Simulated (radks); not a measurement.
Spherical quantum dot in the effective-mass picture: electrons in a parabolic well V = omega^2 r^2 / 2 with omega = 0.165, all in effective atomic units (hartree* = m*/eps^2 hartree, bohr* = eps/m* bohr), one dielectric constant everywhere. Calculated with a radial shooting solver with Libxc functionals: non-relativistic Kohn-Sham, PBE, spin-polarised, spherical densities. Levels are named by radial order and angular momentum (1s, 1p, 1d, 2s, ...), and open shells are averaged over m.

N = 5, configuration 1s2 1p(up 3, down 0). This is the lowest configuration that the search found. Occupied and some empty levels:

level,occupation,eigenvalue (hartree*),<r> (bohr*)
1s up,1,1.1549,4.005
1s down,1,1.1904,3.709
1p up,3,1.2356,4.711
1p down,0,1.2840,4.661
1d up,0,1.3388,5.282
1d down,0,1.3892,5.342
2s up,0,1.3926,4.611
2s down,0,1.4106,4.680
1f up,0,1.4565,5.791
1f down,0,1.5042,5.897

Energy (hartree*): total 3.73065, kinetic 0.54110, external 1.4433, Hartree 2.5629, exchange-correlation -0.81664.

Electron density:

r (bohr*),n(r) (e/bohr*^3)
0.416,0.007040
1.11,0.007362
1.80,0.007804
2.50,0.008062
3.19,0.007774
3.89,0.006736
4.58,0.005073
5.28,0.003210
5.97,0.001655
6.66,0.0006996
7.36,0.0002497
8.05,0.00007501
8.75,0.00001879
